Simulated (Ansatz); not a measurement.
CH$_{8}$AlNSSi (`CS[SiH2][AlH][NH2]`). Total charge 0; spin multiplicity 1.

```xyz
13

C     0.530    1.216   -1.598
S     2.004    0.335   -1.014
Si    1.073   -1.372   -0.097
Al   -0.310   -0.520    1.738
N    -1.892    0.153    1.313
H     0.874    2.148   -2.046
H     0.004    0.635   -2.356
H    -0.151    1.452   -0.778
H     0.334   -2.154   -1.136
H     2.223   -2.203    0.358
H     0.149   -0.389    3.251
H    -2.320    0.098    0.403
H    -2.518    0.601    1.963
```

Q: What are the harmonic wavenumbers in cm⁻¹ at PBE0-D4/def2-TZVP (Ansatz, finite differences of forces, unscaled)? (Estimate.)

A: Ansatz gave: 45, 69, 76, 136, 141, 186, 344, 381, 415, 456, 498, 526, 558, 682, 718, 732, 762, 820, 913, 974, 987, 1351, 1467, 1478, 1570, 1921, 2165, 2209, 3052, 3137, 3155, 3599, 3691.

Q: Is this a minimum?

A: Yes, all 33 modes are real.

Q: Give the ideal-gas thermochemistry at 298.15 K and 1 bar (rigid rotor, harmonic oscillator; point group C1, symmetry number 1).

A: Zero-point energy 234.5 kJ/mol; H(298) − E = 262.4 kJ/mol; entropy 407.4 J/(mol·K), of which translation 168.7, rotation 119.4, vibration 119.3; G(298) − E = 141.0 kJ/mol. Modes under 100 cm⁻¹ are hindered rotations or soft bends, so the harmonic entropy is rough.

Q: Rotational constants (cm⁻¹)?

A: 0.1148, 0.04537, 0.03654.
